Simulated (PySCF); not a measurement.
Al(Cl)2(SMe) (CH3AlCl2S), SMILES C[S][Al]([Cl])[Cl].

The structure is a stationary point at B3LYP-D3(BJ)/def2-SVP. One conformer was computed; it need not be the lowest.

Two levels are set side by side: PBE/def2-TZVP (PySCF) and M06-2X/def2-TZVP (PySCF). Same geometry, gas phase. Differences are taken from unrounded values.

```json
[
 {"quantity": "orbital gap (eV)", "M06-2X": "8.41", "PBE": "4.60", "PBE minus M06-2X": "-3.81"},
 {"quantity": "highest occupied level (eV)", "M06-2X": "-8.77", "PBE": "-6.41", "PBE minus M06-2X": "2.36"},
 {"quantity": "lowest empty level (eV)", "M06-2X": "-0.36", "PBE": "-1.81", "PBE minus M06-2X": "-1.45"},
 {"quantity": "dipole moment (D)", "M06-2X": "2.10", "PBE": "2.08", "PBE minus M06-2X": "-0.02"},
 {"quantity": "mean polarisability (bohr³)", "M06-2X": "78.3", "PBE": "82.4", "PBE minus M06-2X": "4.0"}
]
```

Without exact exchange PBE keeps part of each electron's self-repulsion, which lifts occupied levels and narrows the gap. Loosely held outer electrons make PBE densities more polarisable. Differences between two approximate levels are no errors against the true value.

Rough cost on one machine, each run with all the roots and properties that it gave: M06-2X against PBE about 4 times.
